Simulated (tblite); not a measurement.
Problem. Write Cartesian coordinates for `C[C@@H]1CC[C](/C1=N\[H])F` [radical] as optimised with GFN2-xTB. (Doublet state.)

Solution. 
```
atom  x, y, z in Å
C1     1.8400    0.7482   -0.4786
C2     0.7026    0.1518    0.3389
C3     0.3112   -1.2768   -0.0816
C4    -1.1964   -1.3938    0.1862
C5    -1.6316    0.0190    0.1349
F6    -2.9309    0.3428    0.0741
C7    -0.5838    0.9480    0.2080
N8    -0.5941    2.2366    0.2029
H9     1.5997    0.7226   -1.5387
H10    1.9859    1.7838   -0.1871
H11    2.7610    0.1948   -0.3127
H12    0.9881    0.1645    1.3966
H13    0.5005   -1.3980   -1.1492
H14    0.8846   -2.0330    0.4509
H15   -1.7223   -2.0167   -0.5416
H16   -1.3965   -1.8207    1.1771
H17   -1.5249    2.6386    0.1100
```

Any rigid rotation of these coordinates is as good. Atoms count from 1 in this order. The 6 C–C bonds span 1.402 Å (C5–C7, drawn single in one of several resonance forms) to 1.540 Å (C2–C3, drawn single), a spread of 0.138 Å. Of the pairs four or more bonds apart, N8···H10 is among the closest relative to their van der Waals radii: 2.65 Å, 96 % of the sum of Bondi's values. N8 (nitrogen bonded to C and H) is bent (angle 113.7°). The 5-membered ring C2–C3–C4–C5–C7 has internal angles of 102.1° to 114.3° (sum 533°, against 540° for a flat polygon); it is puckered, 0.11 Å rms from its mean plane, widest ring torsion 25°.

Bonds between heavy atoms (Å): C1–C2 1.522, C2–C3 1.540, C3–C4 1.536, C4–C5 1.479, C5–F6 1.340, C5–C7 1.402, C7=N8 1.289, C2–C7 1.519.

Computed geometry: GFN2-xTB, gas phase. This method treats the open shell by occupation alone, without spin polarisation.

Point group: C1 (no symmetry element, even within 0.4 Å). Its GFN2-xTB frequencies are all real (lowest 79 cm⁻¹). Torsions: C1–C2–C3–C4 -148°, C2–C3–C4–C5 24°, C3–C4–C5–F6 167°, C4–C5–C7–N8 -179°.

On Arm Neoverse V2, one thread, shared host with 192 logical CPUs at a one-minute load of 55, this took 0.29 s. These figures are those of the optimisation.

One conformer stands for the species.
